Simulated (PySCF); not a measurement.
# Hartree-Fock beside MP2: BFH3NSi

These are calculations, not measurements. They come from PySCF 2.14.0, an open-source quantum chemistry program, on an isolated molecule that a program drew, which may never have been made. The molecule is BFH3NSi (charge 0, singlet), drawn as the SMILES string `FB=N[SiH3]`.

The geometry was optimised and harmonic frequencies were computed with HF and MP2, all in the cc-pV(D+d)Z basis, for the commonest isotopes, with a restricted reference for singlets and an unrestricted one otherwise, and a frozen core in MP2. Each result is a local minimum of its method.

Geometry at the HF minimum:
```xyz
7
BFH3NSi, angstrom
F    -1.1148   -0.3001   -2.0485
B    -0.6481   -0.9991   -1.0738
N    -0.1982   -1.6729   -0.1342
Si    0.4192   -2.5981    1.1557
H    -0.1537   -2.1368    2.4395
H     1.8916   -2.4688    1.2224
H     0.0787   -4.0263    0.9729
```

Lengths of the bonds as drawn, in Å (atoms numbered as above):
| bond | HF | MP2 |
|---|---|---|
| F1-B2 | 1.287 | 1.311 |
| B2-N3 | 1.241 | 1.267 |
| N3-Si4 | 1.703 | 1.718 |
| Si4-H5 | 1.480 | 1.481 |
| Si4-H6 | 1.480 | 1.481 |
| Si4-H7 | 1.480 | 1.481 |

Rotational constants, in GHz:
```
constant     HF    MP2
       A  86.83  86.43
       B  2.136  2.075
       C  2.136  2.075
```

Harmonic frequencies in cm^-1, each column in rising order, so a row needn't be the same motion in every method:
```
rank    HF   MP2
   1   112    94
   2   112    94
   3   511   440
   4   511   440
   5   584   551
   6   784   741
   7   784   741
   8  1038   990
   9  1038   990
  10  1066  1016
  11  1221  1156
  12  2221     ?
  13  2307  2288
  14  2307  2288
  15  2329  2291
```

**Estimate the missing MP2 frequency from the HF column.**

A single factor s that minimises the squared misfit of MP2 against s times HF over the other rows is sum(HF x MP2) / sum(HF^2) = 0.9751, with an rms misfit of 32 cm^-1. For rank 12 it gives 0.9751 x 2221 = 2166 cm^-1. The calculation gives 2093 cm^-1, 73 cm^-1 below the estimate. The drawn bonds are on average 0.8 % longer in MP2 than in HF.
